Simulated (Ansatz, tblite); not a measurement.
Removing and adding an electron: tetraphenylphosphonium pentafluorobenzenesulfonate, `O=S(=O)([O-])c1c(F)c(F)c(F)c(F)c1F.c1ccc([P+](c2ccccc2)(c2ccccc2)c2ccccc2)cc1`. The state is a singlet with charge 0. Geometry: PBE-D4/def2-SVP. Ansatz, gas phase; energy differences of separate SCF runs; the oxidised species was run as a doublet alone; the reduced species was run as a doublet alone.

```xyz
60

O     3.225   -1.202   -2.971
S     2.517   -0.371   -1.975
O     2.372    1.084   -2.290
O     1.225   -0.982   -1.466
C     3.601   -0.437   -0.479
C     4.431    0.625   -0.089
F     4.473    1.782   -0.754
C     5.213    0.544    1.076
F     5.939    1.599    1.476
C     5.217   -0.629    1.842
F     5.954   -0.707    2.956
C     4.415   -1.713    1.452
F     4.412   -2.836    2.184
C     3.638   -1.615    0.287
F     2.898   -2.684   -0.038
C    -1.810   -4.100    1.585
C    -0.721   -3.881    0.726
C    -0.493   -2.615    0.168
C    -1.370   -1.555    0.493
P    -1.080    0.101   -0.212
C     0.411    0.839    0.504
C     1.007    0.211    1.616
C     2.033    0.863    2.311
C     2.480    2.125    1.890
C     1.894    2.739    0.774
C     0.849    2.109    0.086
C    -2.418    1.182    0.440
C    -2.304    1.677    1.757
C    -3.317    2.482    2.295
C    -4.444    2.807    1.523
C    -4.555    2.327    0.209
C    -3.546    1.516   -0.335
C    -1.342    0.049   -2.007
C    -2.391   -0.782   -2.452
C    -2.721   -0.810   -3.815
C    -2.007   -0.018   -4.727
C    -0.952    0.791   -4.276
C    -0.609    0.831   -2.918
C    -2.467   -1.770    1.353
C    -2.684   -3.046    1.895
H    -1.980   -5.098    2.016
H    -0.032   -4.703    0.483
H     0.358   -2.427   -0.508
H     0.672   -0.786    1.936
H     2.497    0.372    3.179
H     3.306    2.622    2.420
H     2.258    3.716    0.425
H     0.381    2.614   -0.769
H    -1.415    1.440    2.361
H    -3.220    2.864    3.322
H    -5.236    3.445    1.945
H    -5.430    2.589   -0.404
H    -3.635    1.152   -1.368
H    -2.940   -1.419   -1.742
H    -3.532   -1.467   -4.165
H    -2.260   -0.048   -5.797
H    -0.360    1.381   -4.992
H     0.287    1.386   -2.601
H    -3.152   -0.947    1.602
H    -3.541   -3.214    2.564
```

The xTB rows come from tblite. Single mean-field runs in def2-SVP are fitted with def2-universal-jkfit. HOMO above LUMO, or a gap near zero within one spin, warns that the state may not be the lowest or that an electron is smeared out. In the singlet geometry the species has come apart into loosely held pieces. In the doublet geometry the species has come apart into loosely held pieces.

**Question.** Estimate orbital energies and vertical ionisation energies and electron affinities at: GFN1-xTB; GFN2-xTB; PBE-D4/def2-SVP; r2SCANh-D4/def2-SVP; PBE0-D4/def2-SVP.

**Answer.** 
```json
{"level": "GFN1-xTB", "−HOMO (eV)": "12.20", "vertical IE (eV)": "13.92", "−LUMO (eV)": "8.79", "vertical EA (eV)": "7.03", "HOMO–LUMO gap (eV)": "3.42", "IE − EA (eV)": "6.89", "remarks": "–"}
{"level": "GFN2-xTB", "−HOMO (eV)": "10.47", "vertical IE (eV)": "12.77", "−LUMO (eV)": "7.80", "vertical EA (eV)": "6.16", "HOMO–LUMO gap (eV)": "2.67", "IE − EA (eV)": "6.61", "remarks": "–"}
{"level": "PBE-D4/def2-SVP", "−HOMO (eV)": "4.81", "vertical IE (eV)": "7.29", "−LUMO (eV)": "2.56", "vertical EA (eV)": "0.87", "HOMO–LUMO gap (eV)": "2.25", "IE − EA (eV)": "6.42", "remarks": "HOMO above zero (-1 doublet), gap within one spin near zero (+1 doublet), gap within one spin near zero (-1 doublet)"}
{"level": "r2SCANh-D4/def2-SVP", "−HOMO (eV)": "5.83", "vertical IE (eV)": "7.84", "−LUMO (eV)": "2.21", "vertical EA (eV)": "0.77", "HOMO–LUMO gap (eV)": "3.62", "IE − EA (eV)": "7.07", "remarks": "HOMO above zero (-1 doublet)"}
{"level": "PBE0-D4/def2-SVP", "−HOMO (eV)": "6.42", "vertical IE (eV)": "8.02", "−LUMO (eV)": "1.78", "vertical EA (eV)": "0.64", "HOMO–LUMO gap (eV)": "4.64", "IE − EA (eV)": "7.38", "remarks": "HOMO above zero (-1 doublet)"}
```

Relaxing the reduced species (PBE-D4/def2-SVP) changes its energy by -0.43 eV at PBE-D4/def2-SVP, so the adiabatic electron affinity to this nearest minimum is 1.30 eV. At PBE0-D4/def2-SVP it is 1.12 eV. The highest occupied level of the relaxed charge -1 doublet lies above zero (up to 0.12 eV). By energy differences its removal costs 1.30 eV (each at its own geometry, to the charge 0 singlet, at PBE-D4/def2-SVP); self-interaction error and the lack of diffuse functions both raise the level.     A HOMO above zero means that the electron is unbound at that level or that self-interaction error raises the level; the energy of removing that electron tells which. Raw xTB energy differences between charge states are shifted by several eV; the methods need an empirical correction for them. Sets without diffuse functions give affinities that are too small.
